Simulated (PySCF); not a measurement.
C7H8O2P2.
Bonds: C1–O2, O2–C3, C3–O4 (double), C3–C5, C5–P6 (aromatic), P6–C7 (aromatic), C7–C8 (aromatic), C8–C9 (aromatic), C9–C10, C9–P11 (aromatic), C5–P11 (aromatic). Hydrogens: H12, H13, H14 on C1; H15 on C7; H16 on C8; H17, H18, H19 on C10.

NICS is the negative of the GIAO shielding at a point without a nucleus: at the ring centre (0) and 1 Å above and below it (1); zz is the component along the ring normal. Level: GIAO PBE0/pcSseg-1 (PySCF, non-relativistic, gas phase) on the GFN2-xTB geometry, one conformer.

Ring bond lengths (Å), with Mayer bond orders in brackets: C5–P6 1.743 (1.28), P6–C7 1.737 (1.27), C7–C8 1.380 (1.49), C8–C9 1.387 (1.39), C9–P11 1.748 (1.25), P11–C5 1.741 (1.26).

Problem. What do the NICS probes read (ppm)?

Solution. 
| ring | type | NICS(0) | NICS(1), two faces | NICS(1)zz, two faces | rms pucker (Å) | centre to ring atoms, mean (Å) |
| --- | --- | --- | --- | --- | --- | --- |
| C5–P6–C7–C8–C9–P11 | 6-membered ring with 2 P; formal bonds all aromatic | -6.4 | -9.9 / -9.8 | -23.4 / -23.2 | 0.00 | 1.61 |

Problem. What do they say, and how far can they be read as aromaticity?

Solution. 
- C5–P6–C7–C8–C9–P11: mean NICS(1)zz -23.3 ppm, shielded.

Problem. What does the geometric index give? Use HOMA with the parameters of Krygowski (1993).

Solution. 
- C5–P6–C7–C8–C9–P11: HOMA 0.84; the largest term is that of C9–P11, α(R − Ropt)² = 0.30.

Problem. At the first NICS(1) probe listed for ring C5–P6–C7–C8–C9–P11, 1 Å off the ring, what do the in-plane components average?

Solution. The isotropic value is a third of the trace: (3 × -9.9 − (-23.4))/2 = -3.2 ppm.

Problem. List the ring angles and the Hirshfeld charges of the ring atoms.

Solution. 
- C5–P6–C7–C8–C9–P11: C5 133.5° (-0.147 e), P6 100.8° (+0.137 e), C7 129.0° (-0.103 e), C8 128.0° (-0.035 e), C9 126.6° (-0.040 e), P11 102.1° (+0.118 e); sum 720.0° against 720° for a flat convex ring.

Conformer computed: `[CH3:1][O:2][C:3](=[O:4])[c:5]1[p:6][cH:7][cH:8][c:9]([CH3:10])[p:11]1`: C1–O2–C3–O4 1°, O2–C3–C5–P6 179°.
